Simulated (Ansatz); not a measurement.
Geometry optimisation of the cluster Bi2Cl6.

```yaml
crystal:
  periodic: [false, false, false]
  atoms:
    - {symbol: Bi, position_ang: [-1.044590, 1.742630, -1.050610]}
    - {symbol: Bi, position_ang: [1.284250, -0.839190, 1.699230]}
    - {symbol: Cl, position_ang: [-1.175730, -0.436920, -2.174240]}
    - {symbol: Cl, position_ang: [3.608700, -1.659210, 1.479130]}
    - {symbol: Cl, position_ang: [-1.319670, 0.733910, 1.234240]}
    - {symbol: Cl, position_ang: [1.737140, 0.857280, -0.098210]}
    - {symbol: Cl, position_ang: [-3.491280, 2.088540, -1.193590]}
    - {symbol: Cl, position_ang: [0.401180, -2.487050, 0.104050]}
basis:
  gaussian: {orbitals: def2-SVP}
hamiltonian: {xc: pbe, dispersion: d4}
scf: {lower_state_search: "off"}
output: {orbitals: {seedname: orbitals}}
relax: {f_tol: 0.02, max_steps: 100}
```

```sh
$ ansatz run in.yaml --threads 4 --pin off --events-out ev --progress --plain --max-ram 4787MiB
```

Shortened log:

```
Functional definition: PBE
mean field -86771.23237658 eV, -3188.7839741856 hartree, gradient 5.8e-6 eV, S^2 0.000000; 0 other end points of the search recorded, 0 dependent functions left out
relax step   1: F+E_penalty+E_count = -86771.84562208 eV  Δ(F+E_penalty+E_count) = +0.000e0 eV  max|allowed force component| = 7.350e-1 eV/Å  Δτ_max = 0.0000 Å  (18 SCF iters, accepted)
mean field -86771.46798471 eV, -3188.7926326248 hartree, gradient 1.9e-6 eV, S^2 0.000000; 0 other end points of the search recorded, 0 dependent functions left out
relax step   2: F+E_penalty+E_count = -86772.05073738 eV  Δ(F+E_penalty+E_count) = -2.051e-1 eV  max|allowed force component| = 2.454e-1 eV/Å  Δτ_max = 0.1983 Å  (25 SCF iters, accepted)
mean field -86771.49006953 eV, -3188.7934442267 hartree, gradient 1.2e-6 eV, S^2 0.000000; 0 other end points of the search recorded, 0 dependent functions left out
relax step   3: F+E_penalty+E_count = -86772.07343379 eV  Δ(F+E_penalty+E_count) = -2.270e-2 eV  max|allowed force component| = 1.020e-1 eV/Å  Δτ_max = 0.0449 Å  (19 SCF iters, accepted)
mean field -86771.50832363 eV, -3188.7941150524 hartree, gradient 2.8e-6 eV, S^2 0.000000; 0 other end points of the search recorded, 0 dependent functions left out
relax step   4: F+E_penalty+E_count = -86772.08966158 eV  Δ(F+E_penalty+E_count) = -1.623e-2 eV  max|allowed force component| = 4.271e-2 eV/Å  Δτ_max = 0.1227 Å  (19 SCF iters, accepted)
mean field -86771.52516416 eV, -3188.7947339308 hartree, gradient 1.1e-6 eV, S^2 0.000000; 0 other end points of the search recorded, 0 dependent functions left out
relax step   5: F+E_penalty+E_count = -86772.09714594 eV  Δ(F+E_penalty+E_count) = -7.484e-3 eV  max|allowed force component| = 9.302e-2 eV/Å  Δτ_max = 0.1422 Å  (19 SCF iters, accepted)
mean field -86771.52528472 eV, -3188.7947383613 hartree, gradient 2.3e-6 eV, S^2 0.000000; 0 other end points of the search recorded, 0 dependent functions left out
relax step   6: F+E_penalty+E_count = -86772.09290898 eV  Δ(F+E_penalty+E_count) = +4.237e-3 eV  max|allowed force component| = 1.172e-1 eV/Å  Δτ_max = 0.0941 Å  (19 SCF iters, rejected (line search))
mean field -86771.53030034 eV, -3188.7949226819 hartree, gradient 2.3e-6 eV, S^2 0.000000; 0 other end points of the search recorded, 0 dependent functions left out
relax step   7: F+E_penalty+E_count = -86772.10016595 eV  Δ(F+E_penalty+E_count) = -3.020e-3 eV  max|allowed force component| = 2.648e-2 eV/Å  Δτ_max = 0.0471 Å  (19 SCF iters, accepted)
mean field -86771.53316224 eV, -3188.7950278547 hartree, gradient 2.4e-6 eV, S^2 0.000000; 0 other end points of the search recorded, 0 dependent functions left out
relax step   8: F+E_penalty+E_count = -86772.10148440 eV  Δ(F+E_penalty+E_count) = -1.318e-3 eV  max|allowed force component| = 1.547e-2 eV/Å  Δτ_max = 0.0704 Å  (18 SCF iters, accepted)
mean field -86771.53625107 eV, -3188.7951413672 hartree, gradient 2.3e-6 eV, S^2 0.000000; 0 other end points of the search recorded, 0 dependent functions left out
relax step   9: F+E_penalty+E_count = -86772.10128203 eV  Δ(F+E_penalty+E_count) = +2.024e-4 eV  max|allowed force component| = 1.884e-2 eV/Å  Δτ_max = 0.0697 Å  (18 SCF iters, accepted)
mean field -86771.53447164 eV, -3188.7950759743 hartree, gradient 2.2e-6 eV, S^2 0.000000; 0 other end points of the search recorded, 0 dependent functions left out
relax step  10: F+E_penalty+E_count = -86772.10181327 eV  Δ(F+E_penalty+E_count) = -5.312e-4 eV  max|allowed force component| = 1.469e-2 eV/Å  Δτ_max = 0.0307 Å  (20 SCF iters, accepted)
Total energy: -86772.10185511 eV, -3188.8159269320 hartree
Atom 0 at    -1.139667     1.569867    -1.018858 Å, force    -0.014694    -0.003490    -0.004803 eV/Å
Atom 1 at     1.323560    -0.875891     1.510694 Å, force     0.002805    -0.004254     0.000508 eV/Å
Atom 2 at    -1.528798    -0.507039    -2.305188 Å, force     0.006908     0.000962     0.001897 eV/Å
Atom 3 at     3.705679    -1.491985     1.932743 Å, force    -0.001097    -0.001104     0.003256 eV/Å
Atom 4 at    -1.449966     0.582465     1.332579 Å, force     0.005439    -0.002531     0.004898 eV/Å
Atom 5 at     1.834604     0.875050    -0.298725 Å, force    -0.004481     0.003866    -0.004638 eV/Å
Atom 6 at    -3.418929     2.579054    -1.162756 Å, force     0.007013     0.003140    -0.000643 eV/Å
Atom 7 at     0.673517    -2.731531     0.009511 Å, force    -0.001892     0.003410    -0.000476 eV/Å
Dipole moment:     0.142294     0.533819     0.378892 e Å
Checks for a lower state left out: stability, starts, cluster_reference, orbital_swaps, neighbouring_geometries, increment
```

It took 22 s on 4 threads of Arm Neoverse V1 on a shared host.

In the def2 sets Bi takes a core potential; there is no spin–orbit coupling. Another isomer (singlet) lies 0.10 eV lower at PBE0-D4/def2-TZVP; other spin states weren't run for this one.
